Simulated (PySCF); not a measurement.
## TDDFT excited states: C2H6F3NSi

Species: C2H6F3NSi.
Z-matrix (Å and degrees, GFN2-xTB geometry), rows numbered from 1:
```
F 
C   1  1.3398
F   2  1.3424  1  106.65
F   2  1.3423  1  106.57  3   113.62
C   2  1.5294  1  112.60  3  -123.37
N   5  1.4281  2  112.84  1   -66.80
Si  6  1.7328  5  123.11  2    80.12
H   5  1.0969  2  106.82  1   170.62
H   5  1.0923  2  107.03  1    53.80
H   6  1.0093  5  111.67  2   -67.65
H   7  1.4621  6  103.67  5    49.88
H   7  1.4591  6  102.38  5   168.78
H   7  1.4654  6  115.82  5   -70.53
```

Theory: TDDFT PBE0/def2-SVPD, vertical, gas phase, core orbitals frozen in the response in PySCF.

```json
{"state": "S1", "E (eV)": "6.18", "E (hartree)": "0.2271", "f": "0.0039", "|μ| (D)": "0.41", "main configurations (H = HOMO, L = LUMO)": "H→L (98%)"}
{"state": "S2", "E (eV)": "7.14", "E (hartree)": "0.2625", "f": "0.026", "|μ| (D)": "0.98", "main configurations (H = HOMO, L = LUMO)": "H→L+1 (75%), H→L+2 (19%)"}
{"state": "S3", "E (eV)": "7.26", "E (hartree)": "0.2668", "f": "0.0063", "|μ| (D)": "0.48", "main configurations (H = HOMO, L = LUMO)": "H→L+2 (72%), H→L+1 (20%)"}
{"state": "S4", "E (eV)": "7.69", "E (hartree)": "0.2825", "f": "0.017", "|μ| (D)": "0.76", "main configurations (H = HOMO, L = LUMO)": "H→L+4 (89%)"}
{"state": "S5", "E (eV)": "7.79", "E (hartree)": "0.2864", "f": "0.021", "|μ| (D)": "0.84", "main configurations (H = HOMO, L = LUMO)": "H→L+3 (84%), H→L+5 (9%)"}
{"state": "S6", "E (eV)": "7.98", "E (hartree)": "0.2934", "f": "0.0074", "|μ| (D)": "0.50", "main configurations (H = HOMO, L = LUMO)": "H→L+5 (81%)"}
{"state": "S7", "E (eV)": "8.29", "E (hartree)": "0.3048", "f": "0.015", "|μ| (D)": "0.69", "main configurations (H = HOMO, L = LUMO)": "H→L+6 (89%)"}
{"state": "S8", "E (eV)": "8.69", "E (hartree)": "0.3195", "f": "0.026", "|μ| (D)": "0.88", "main configurations (H = HOMO, L = LUMO)": "H-1→L (45%), H→L+7 (36%), H-2→L (12%)"}
```

Triplets (Tamm–Dancoff): T1 5.87 eV, H→L (95%); T2 6.93 eV, H→L+1 (81%), H→L+2 (8%); T3 7.05 eV, H→L+2 (78%), H→L+1 (9%), H→L+3 (8%).

The lowest singlet lies at 6.18 eV (201 nm, ultraviolet) and is very weak; its leading configuration is HOMO→LUMO (98%). The largest oscillator strength of a single state is 0.026. Löwdin shares by element: HOMO nitrogen 55%, silicon 11%, carbon 9% or more, hydrogen 7% or more (atoms not listed hold the other 18%); LUMO silicon 33%, hydrogen 19% or more, carbon 9% or more (atoms not listed hold the other 40%). Of the 8 states listed, 5 reach f = 0.01 and none stays under 0.0005. Orbital energies (eV): HOMO-3 -10.75, HOMO-2 -10.02, HOMO-1 -9.98, HOMO -7.48, LUMO 0.10, LUMO+1 0.80, LUMO+2 1.07. The listed states span 2.51 eV, and the widest gap between neighbours is 0.96 eV (S1 to S2). The window holds the lowest 8 singlets.

One conformer stands for the species.
